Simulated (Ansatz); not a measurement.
`OC1=C[SiH2][SiH2]1` at its PBE0-D4/def2-TZVP geometry, where that method's forces vanish. Charge 0, multiplicity 1.

```csv
atom,x (Å),y (Å),z (Å)
O1,-2.2466,-0.3875,0.4040
C2,-0.9349,-0.1913,0.1851
C3,0.0957,-0.9907,0.5508
Si4,1.6081,-0.1039,-0.0741
Si5,-0.1492,1.2792,-0.7091
H6,-2.3749,-1.2167,0.8823
H7,-0.0343,-1.9291,1.0908
H8,2.3911,-0.8174,-1.1206
H9,2.5636,0.3610,0.9689
H10,-0.5459,1.4068,-2.1376
H11,-0.3728,2.5896,-0.0404
```

(1) For each bond, give half the difference of the two atoms' forces along it (eV/Å; positive pushes the atoms apart) under PBE-D4, r2SCAN-D4, B3LYP-D4, ωB97M-V in def2-TZVPP. (An estimate is asked.)

Results:

(1) Computed: 
```tsv
bond	length (Å)	PBE-D4	r2SCAN-D4	B3LYP-D4	ωB97M-V
O1–C2	1.344	0.25	0.24	0.31	0.35
O1–H6	0.966	0.42	0.02	-0.05	-0.14
C2–C3	1.355	0.30	0.15	-0.04	-0.13
C2–Si5	1.892	-0.08	-0.08	0.00	-0.03
C3–Si4	1.861	-0.03	0.00	0.14	0.10
C3–H7	1.090	0.01	-0.06	-0.11	-0.07
Si4–Si5	2.325	0.03	0.06	0.20	0.10
Si4–H8	1.489	0.06	-0.03	-0.12	-0.13
Si4–H9	1.489	0.06	-0.03	-0.12	-0.13
Si5–H10	1.488	0.06	-0.03	-0.11	-0.13
Si5–H11	1.488	0.06	-0.03	-0.11	-0.13
```

B3LYP here is the variant with VWN-RPA as its local correlation; programs differ in this.
